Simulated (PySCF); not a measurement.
Computed shifts of a molecule C3H12OSi2, PySCF with HF/pcSseg-1, GIAO, gas phase, atoms alike by connectivity averaged where their shifts nearly agree, in ppm (number of nuclei): ¹³C: 12.4 (1), 6.3 (1), -2.6 (1). ²⁹Si: -17.1 (1), -28.5 (1). ¹H: 4.61 (2), 4.06 (2), 1.42 (1), 1.37 (3), 0.55 (2), 0.15 (1), 0.03 (1). References: ¹³C against TMS (σ = 192.6 ppm); ²⁹Si against TMS (σ = 393.8 ppm); ¹⁷O against H2O (σ = 333.0 ppm); ¹H against TMS (σ = 31.99 ppm), references at their B3LYP-D3(BJ)/def2-TZVP geometries, non-relativistic. Geometry: B3LYP-D3(BJ)/def2-SVP. Other conformers were not sampled.

Pick the molecule that these values belong to.
A) C[SiH2]O[C@H](C)[SiH3]
B) CC(C)[Si@H](O)[SiH3]
C) CO[Si@@H](C)C[SiH3]
D) CC[SiH2]C[SiH2]O

D, CC[SiH2]C[SiH2]O
